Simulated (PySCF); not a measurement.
C₃H₉Ga, SMILES [CH3][Ga]([CH3])[CH3].

Geometry: B3LYP-D3(BJ)/def2-SVP. The isomer is the one that the SMILES or the coordinates give; other isomers of the formula were not compared.

Two levels are set side by side: TDA-PBE/def2-SVPD (PySCF) and TDA-PBE0/def2-SVPD (PySCF). Vertical, same geometry. The lowest singlet is HOMO→LUMO 97 % with PBE and HOMO→LUMO 91 % with the other functional; states are paired by order. Differences are taken from unrounded values.

| quantity | TDA-PBE0 |
|---|---|
| lowest singlet excitation (eV) | 5.42 |
| lowest triplet excitation (TDA) (eV) | 5.08 |
| first bright state (f over 0.05) (eV) | 6.43 |
| its oscillator strength | 0.10 |

**Question.** What does TDA-PBE give, and how far is it from TDA-PBE0? (An estimate is asked for; the answer gives what the named calculation found.)

**Answer.** 
```json
[
 {"quantity": "lowest singlet excitation (eV)", "TDA-PBE": "4.98", "TDA-PBE minus TDA-PBE0": "-0.44"},
 {"quantity": "lowest triplet excitation (TDA) (eV)", "TDA-PBE": "4.68", "TDA-PBE minus TDA-PBE0": "-0.40"},
 {"quantity": "first bright state (f over 0.05) (eV)", "TDA-PBE": "5.77", "TDA-PBE minus TDA-PBE0": "-0.66"},
 {"quantity": "its oscillator strength", "TDA-PBE": "0.07", "TDA-PBE minus TDA-PBE0": "-0.03"}
]
```

A lower first singlet is the usual sign of a functional without exact exchange. Differences between two approximate levels are no errors against the true value.

Rough cost on one machine, each run with all the roots and properties that it gave: TDA-PBE0 against TDA-PBE about 3 times.
